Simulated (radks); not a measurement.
Q: Valence configurations of the tellurium ion Te3+ (all share [Kr]). Method: scalar-relativistic Kohn-Sham, r2SCAN, spin-polarised, spherical densities, finite nucleus; open shells are filled with parallel spins first (spin-orbit coupling, left out, can overturn this in heavy ions); meta-GGA in the generalised Kohn-Sham scheme; Fermi nuclear charge, rms radius 4.7423 fm; computed with a radial shooting solver on a logarithmic mesh with Libxc functionals. Order these by energy: 4d10 5s1.5 5p1.5; 4d10 5s1 5p2; 4d9 5s1.5 5p2.5; 4d9 5s2 5p2; 4d10 5s2 5p1; 4d10 5p3; 4d9.5 5s2 5p1.5; 4d9.5 5s1.5 5p2.

A: From the lowest, in eV above it: 4d10 5s2 5p1 0.000; 4d10 5s1.5 5p1.5 4.567; 4d10 5s1 5p2 8.252; 4d10 5p3 19.848; 4d9.5 5s2 5p1.5 20.947; 4d9.5 5s1.5 5p2 25.301; 4d9 5s2 5p2 42.744; 4d9 5s1.5 5p2.5 46.905. NIST lists [Kr] 4d10 5s2 5p1 as the ground configuration; this level of theory agrees among the configurations tried. The energies are those of spherical high-spin densities, not of single terms.
